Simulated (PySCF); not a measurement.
CH₈SSi₂, SMILES C[SiH2]S[SiH3]. Heavy atoms are numbered as in [SiH3:1][S:2][SiH2:3][CH3:4]. Hydrogens are named by the atom that carries them.

Geometry: B3LYP-D3(BJ)/def2-SVP. Other conformers were not sampled.

The numbers are results of KT2/pcSseg-1 run with PySCF, not measurements.

GIAO shieldings, no solvent; atoms alike by connectivity are averaged. δ = σ(ref) − σ: ²⁹Si against TMS (σ = 361.9 ppm); ³³S against H2S (σ = 723.0 ppm); ¹³C against TMS (σ = 185.1 ppm); ¹H against TMS (σ = 31.47 ppm), references at their B3LYP-D3(BJ)/def2-TZVP geometries, non-relativistic.

| nucleus | atoms | count | δ (ppm) |
|---|---|---|---|
| ²⁹Si | Si3 (SiH2) | 1 | -17.6 |
| ²⁹Si | Si1 (SiH3) | 1 | -51.4 |
| ³³S | S2 | 1 | -69.0 |
| ¹³C | C4 (CH3) | 1 | 0.6 |
| ¹H | H on Si3 | 2 | 5.21 |
| ¹H | H on Si1 | 3 | 4.97 |
| ¹H | H on C4 | 3 | 0.70 |
